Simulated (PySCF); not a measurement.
C2H4F2OSi, SMILES [SiH3]C(=O)C(F)F. Atoms are numbered in the order given.

```xyz
10

O     -1.9011     0.4957     0.0000
C     -0.7125     0.2340     0.0000
Si     0.6401     1.6523     0.0000
C     -0.2188    -1.2262     0.0000
F      0.5601    -1.4038    -1.1078
F      0.5601    -1.4038     1.1078
H      0.3809     2.4752     1.2280
H      2.0472     1.1343     0.0000
H      0.3809     2.4752    -1.2280
H     -1.0551    -1.9615     0.0000
```
Charge 0, spin multiplicity 1.

Coordinates come from a PBE-D3(BJ)/def2-SVP optimisation. Other conformers were not sampled.

All values below come from PBE-D3(BJ)/def2-SVP (PySCF).

Frequencies are harmonic and unscaled.

Computed vibrational spectrum:
```json
[
 {"mode": "1", "ν (cm⁻¹)": "27", "IR (km/mol)": "1.4", "moving atoms (share of kinetic energy)": "F 42 %, H 32 %, O 15 %, Si 8 %"},
 {"mode": "2", "ν (cm⁻¹)": "84", "IR (km/mol)": "2.2", "moving atoms (share of kinetic energy)": "H 65 %, F 24 %"},
 {"mode": "3", "ν (cm⁻¹)": "140", "IR (km/mol)": "3.2", "moving atoms (share of kinetic energy)": "F 38 %, Si 35 %, H 12 %, O 9 %"},
 {"mode": "4", "ν (cm⁻¹)": "182", "IR (km/mol)": "2.8", "moving atoms (share of kinetic energy)": "F 59 %, O 18 %, C 12 %"},
 {"mode": "5", "ν (cm⁻¹)": "321", "IR (km/mol)": "24.5", "moving atoms (share of kinetic energy)": "O 49 %, Si 28 %, H 15 %"},
 {"mode": "6", "ν (cm⁻¹)": "411", "IR (km/mol)": "10.6", "moving atoms (share of kinetic energy)": "F 51 %, O 21 %, C 14 %, H 13 %"},
 {"mode": "7", "ν (cm⁻¹)": "454", "IR (km/mol)": "13.5", "moving atoms (share of kinetic energy)": "H 65 %, C 19 %, F 9 %"},
 {"mode": "8", "ν (cm⁻¹)": "514", "IR (km/mol)": "26.1", "moving atoms (share of kinetic energy)": "H 32 %, C 31 %, Si 21 %, F 9 %"},
 {"mode": "9", "ν (cm⁻¹)": "581", "IR (km/mol)": "3.3", "moving atoms (share of kinetic energy)": "F 45 %, C 22 %, H 18 %, O 10 %"},
 {"mode": "10", "ν (cm⁻¹)": "671", "IR (km/mol)": "15.5", "moving atoms (share of kinetic energy)": "H 34 %, C 29 %, F 20 %, O 9 %"},
 {"mode": "11", "ν (cm⁻¹)": "704", "IR (km/mol)": "9.9", "moving atoms (share of kinetic energy)": "C 59 %, H 25 %"},
 {"mode": "12", "ν (cm⁻¹)": "850", "IR (km/mol)": "156.1", "moving atoms (share of kinetic energy)": "H 90 %, Si 9 %"},
 {"mode": "13", "ν (cm⁻¹)": "898", "IR (km/mol)": "40.0", "moving atoms (share of kinetic energy)": "H 96 %"},
 {"mode": "14", "ν (cm⁻¹)": "906", "IR (km/mol)": "27.2", "moving atoms (share of kinetic energy)": "H 97 %"},
 {"mode": "15", "ν (cm⁻¹)": "1071", "IR (km/mol)": "177.1", "moving atoms (share of kinetic energy)": "C 57 %, F 35 %, H 8 %"},
 {"mode": "16", "ν (cm⁻¹)": "1092", "IR (km/mol)": "19.4", "moving atoms (share of kinetic energy)": "C 80 %, F 13 %"},
 {"mode": "17", "ν (cm⁻¹)": "1119", "IR (km/mol)": "46.8", "moving atoms (share of kinetic energy)": "C 51 %, H 28 %, F 20 %"},
 {"mode": "18", "ν (cm⁻¹)": "1278", "IR (km/mol)": "37.9", "moving atoms (share of kinetic energy)": "H 54 %, C 42 %"},
 {"mode": "19", "ν (cm⁻¹)": "1315", "IR (km/mol)": "19.2", "moving atoms (share of kinetic energy)": "H 85 %, C 14 %"},
 {"mode": "20", "ν (cm⁻¹)": "1753", "IR (km/mol)": "114.7", "moving atoms (share of kinetic energy)": "C 59 %, O 40 %"},
 {"mode": "21", "ν (cm⁻¹)": "2176", "IR (km/mol)": "26.5", "moving atoms (share of kinetic energy)": "H 99 %"},
 {"mode": "22", "ν (cm⁻¹)": "2193", "IR (km/mol)": "69.8", "moving atoms (share of kinetic energy)": "H 96 %"},
 {"mode": "23", "ν (cm⁻¹)": "2200", "IR (km/mol)": "76.0", "moving atoms (share of kinetic energy)": "H 96 %"},
 {"mode": "24", "ν (cm⁻¹)": "2998", "IR (km/mol)": "36.8", "moving atoms (share of kinetic energy)": "H 92 %, C 8 %"}
]
```
